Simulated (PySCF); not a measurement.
GeH2, SMILES [GeH2] (connectivity only; charge and spin as stated), neutral, multiplicity 1. Atoms are numbered in the order given.

```xyz
3

Ge     0.0000     0.0000     0.0661
H      0.0000     1.1380    -1.0573
H      0.0000    -1.1380    -1.0573
```
Charge 0, spin multiplicity 1.

The structure is a stationary point at B3LYP-D3(BJ)/def2-TZVPD. The isomer is the one that the SMILES or the coordinates give; other isomers of the formula were not compared.

Level of theory: TDDFT-LC-ωPBE/def2-TZVPD run with PySCF 2.14.0.

Vertical excitations. Gas-phase values at a fixed geometry. State labels are in the subgroup C2v.

Computed UV-visible absorptions:
```tsv
state	symmetry	energy (eV)	λ (nm)	f	main pairs
S1	B1	2.40	517	0.011	HOMO→LUMO 100 %
S2	A2	4.29	289	0.000	HOMO−1→LUMO 99 %
S3	A1	6.59	188	0.245	HOMO→LUMO+1 95 %
S4	B2	7.06	176	0.223	HOMO→LUMO+2 92 %
S5	A1	7.97	156	0.001	HOMO→LUMO+3 87 %
S6	A2	8.50	146	0.000	HOMO→LUMO+4 96 %
S7	A1	8.58	145	0.109	HOMO→LUMO+5 83 %, HOMO−1→LUMO+2 13 %
S8	B2	8.66	143	0.389	HOMO−1→LUMO+1 90 %
S9	B1	8.69	143	0.205	HOMO→LUMO+6 97 %
S10	A1	9.44	131	0.534	HOMO−1→LUMO+2 72 %
T1	B1	1.21	1026	0	HOMO→LUMO 98 %
T2	A2	3.67	338	0	HOMO−1→LUMO 98 %
T3	B2	5.34	232	0	HOMO→LUMO+2 89 %
T4	A1	6.01	206	0	HOMO→LUMO+1 77 %
```
Triplets are in the Tamm–Dancoff approximation, which puts them higher than full response would, so one can lie above its singlet here.
